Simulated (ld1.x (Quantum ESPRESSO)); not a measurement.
**An all-electron radial function and its pseudo partner (As (Z = 33))**

Columns: radius, all-electron u(r) and pseudo u(r) of the 4p shell (level -5.20 eV) of arsenic in the configuration [Ar] 3d10 4s2 4p3; PBEsol, scalar-relativistic, TM scheme, ld1.x (Quantum ESPRESSO) 7.5.

| r (bohr) | all-electron | pseudo |
| --- | --- | --- |
| 0.095 | 0.1690 | 0.0030 |
| 0.190 | 0.0572 | 0.0121 |
| 0.285 | -0.1412 | 0.0273 |
| 0.380 | -0.2599 | 0.0487 |
| 0.475 | -0.2786 | 0.0761 |
| 0.570 | -0.2254 | 0.1096 |
| 0.665 | -0.1320 | 0.1491 |
| 0.760 | -0.0215 | 0.1941 |
| 0.855 | 0.0915 | 0.2441 |
| 0.950 | 0.1985 | 0.2981 |
| 1.045 | 0.2952 | 0.3543 |
| 1.140 | 0.3797 | 0.4110 |
| 1.235 | 0.4515 | 0.4658 |
| 1.330 | 0.5113 | 0.5164 |
| 1.425 | 0.5597 | 0.5609 |
| 1.520 | 0.5977 | 0.5977 |
| 1.615 | 0.6265 | 0.6264 |
| 1.710 | 0.6471 | 0.6470 |
| 1.805 | 0.6605 | 0.6605 |
| 1.900 | 0.6676 | 0.6676 |
| 1.995 | 0.6694 | 0.6694 |
| 2.090 | 0.6667 | 0.6667 |
| 2.185 | 0.6602 | 0.6602 |
| 2.280 | 0.6506 | 0.6506 |
| 2.375 | 0.6384 | 0.6384 |
| 2.470 | 0.6241 | 0.6241 |

Task: How many radial nodes do the two functions have?

Result: The all-electron 4p function has n − l − 1 = 2; the pseudo-wave has 0, since the states of the same l below it are removed with the core.

Task: At about which radius was the pseudo-wave matched?

Result: 1.90 bohr. The columns agree to 0.0005 from 1.52 bohr on; several derivatives are matched, so the curves merge somewhat inside the radius.

Task: Is the pseudo-wave norm-conserving?

Result: Yes: the TM scheme keeps the norm inside the radius equal to the all-electron one, which fixes the energy derivative of the logarithmic derivative at the level.
